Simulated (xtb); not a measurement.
Input for xtb:
```
$ xtb mol.xyz --gfn 2 --opt vtight --json

# file mol.xyz
4

C      0.03883757    -0.00950021     0.61418957
C     -0.00430939     0.05942857    -0.65217056
H      0.02829580     0.02046842    -1.67354962
H      0.02733507    -0.03922679     1.68695079
```

Q: What does this run give for the HOMO-LUMO gap, dipole moment, total energy at the end of the optimisation?

A: 
The HOMO-LUMO gap comes out as 7.29 eV and the dipole moment is 0.00 D. The total energy at the end of the optimisation is -5.2068 Eh.
